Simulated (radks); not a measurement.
Results of a calculation; reference values are marked as such.
Spherical quantum dot in the effective-mass picture: electrons in a parabolic well V = omega^2 r^2 / 2 with omega = 0.225, with a point charge +2 (a donor) at the centre, all in effective atomic units (hartree* = m*/eps^2 hartree, bohr* = eps/m* bohr), one dielectric constant everywhere. Level of theory: non-relativistic Kohn-Sham, exchange-only LDA, spin-polarised, spherical densities (a radial shooting solver with Libxc functionals). Levels are named by radial order and angular momentum (1s, 1p, 1d, 2s, ...), and open shells are averaged over m. Each electron was tried in the lowest free levels, single moves between levels near the top were tried too, and the lowest total energy was kept; such a search can miss a lower state. At N = 1 the Hartree and exchange-correlation terms need not cancel, so that row can carry a self-interaction error.

N                                          open shells  2S  E (hartree*)  mu = E(N) - E(N-1) (hartree*)  addition energy mu(N+1) - mu(N) (hartree*)  rms radius (bohr*)
1                                     1s(up 1, down 0)   1      -1.89256                        -1.8926                                       1.125              0.8812
2                                                 none   0      -2.66035                       -0.76779                                       1.297               1.090
3                                     2s(up 1, down 0)   1      -2.13155                        0.52880                                      0.2388               2.172
4                    1p(up 1, down 0) 2s(up 1, down 0)   2      -1.36394                        0.76761                                      0.2340               2.588
5                    1p(up 2, down 0) 2s(up 1, down 0)   3     -0.362370                         1.0016                                      0.2230               2.899
6                    1p(up 3, down 0) 2s(up 1, down 0)   4      0.862229                         1.2246                                      0.2923               3.159
7                                     1p(up 3, down 0)   3       2.37916                         1.5169                                      0.1971               3.419
8                                     1p(up 3, down 1)   2       4.09321                         1.7140                                      0.1749               3.631
9                                     1p(up 3, down 2)   1       5.98214                         1.8889                                      0.1738               3.820
10                                                none   0       8.04489                         2.0627                                      0.2912               3.993
11                                    1d(up 1, down 0)   1       10.3988                         2.3540                                      0.1546               4.187
12                                    1d(up 2, down 0)   2       12.9074                         2.5086                                      0.1528               4.359
13                                    1d(up 3, down 0)   3       15.5688                         2.6613                                      0.1505               4.517
14                                    1d(up 4, down 0)   4       18.3806                         2.8119                                      0.1482               4.661
15                                    1d(up 5, down 0)   5       21.3407                         2.9601                                      0.1973               4.796
16                                    1d(up 5, down 1)   4       24.4981                         3.1574                                      0.1369               4.927
17                                    1d(up 5, down 2)   3       27.7924                         3.2943                                      0.1362               5.049
18                                    1d(up 5, down 3)   2       31.2229                         3.4305                                      0.1351               5.165
19                                    1d(up 5, down 4)   1       34.7884                         3.5656                                      0.1338               5.274
20                                                none   0       38.4878                         3.6993                                      0.2276               5.379
21                                    1f(up 1, down 0)   1       42.4147                         3.9269                                      0.1258               5.490
22                                    1f(up 2, down 0)   2       46.4675                         4.0528                                      0.1248               5.595
23                                    1f(up 3, down 0)   3       50.6450                         4.1776                                      0.1237               5.696
24                                    1f(up 4, down 0)   4       54.9464                         4.3013                                      0.1226               5.792
25                                    1f(up 5, down 0)   5       59.3703                         4.4240                                      0.1215               5.884
26                                    1f(up 6, down 0)   6       63.9158                         4.5455                                      0.1204               5.973
27                                    1f(up 7, down 0)   7       68.5816                         4.6658                                      0.1288               6.059
28                   1f(up 7, down 0) 3s(up 1, down 0)   8       73.3763                         4.7947                                      0.1375               6.144
29  1f(up 7, down 0) 2p(up 1, down 0) 3s(up 1, down 0)   9       78.3085                         4.9322                                      0.1181               6.225
30  1f(up 7, down 0) 2p(up 2, down 0) 3s(up 1, down 0)  10       83.3587                         5.0503                                      0.1183               6.304
31  1f(up 7, down 0) 2p(up 3, down 0) 3s(up 1, down 0)  11       88.5273                         5.1685                                      0.1291               6.381
32  1f(up 7, down 1) 2p(up 3, down 0) 3s(up 1, down 0)  10       93.8249                         5.2976                                      0.1108               6.456
33  1f(up 7, down 2) 2p(up 3, down 0) 3s(up 1, down 0)   9       99.2334                         5.4084                                      0.1103               6.529
34  1f(up 7, down 3) 2p(up 3, down 0) 3s(up 1, down 0)   8       104.752                         5.5187                                      0.1097               6.600
35  1f(up 7, down 4) 2p(up 3, down 0) 3s(up 1, down 0)   7       110.381                         5.6285                                     0.09844               6.670
36                                                none   0       116.107                         5.7269                                      0.1272               6.738
37                   2p(up 2, down 0) 3s(up 1, down 0)   3       121.962                         5.8541                                      0.1023               6.803
38                   2p(up 3, down 0) 3s(up 1, down 0)   4       127.918                         5.9564                                      0.1256               6.868
39                                    2p(up 3, down 0)   3       134.000                         6.0820                                      0.1307               6.933
40                                    2p(up 3, down 1)   2       140.213                         6.2128                                      0.1056               6.996
41                                    2p(up 3, down 2)   1       146.531                         6.3183                                      0.1057               7.058
42                                                none   0       152.955                         6.4240                                           -               7.119

All shells are closed at N = 2, 10, 20, 36, 42 (there: 1s2 1p6 1d10 2s2 1f14 2p6 3s2); the second difference of the energy has clear peaks (12 % above both neighbours; the first and last values, which can be the largest, are not judged, and half-filled shells can peak too) at N = 2, 6, 10, 15, 20, 36.
